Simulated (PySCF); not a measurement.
Ionisation energy of I⁺ by level of theory

I⁺ [Kr] 4d10 5s2 5p4 (3P) → I²⁺ [Kr] 4d10 5s2 5p3 (4S), as a difference of total energies. Calculation: PySCF 2.14, in def2-SVP with the def2 core potential (28 electrons); scalar relativity through the core potential. Correlated levels: valence: 4s2 4p6 4d10 frozen. The calculations carry no spin-orbit coupling.

```csv
method,ionisation energy (eV),error (eV)
UHF,17.638,-1.112
TPSS,18.691,-0.059
MN15,18.523,-0.227
MP2 (valence),17.992,-0.758
SCS-MP2 (valence),18.002,-0.748
CCSD (valence),18.017,-0.733
CCSD(T) (valence),18.023,-0.727
```

Reference: 18.750 eV (measured; NIST levels, between the centres of gravity of the two terms).

Errors of the correlated levels include the incompleteness of this basis and the frozen core.
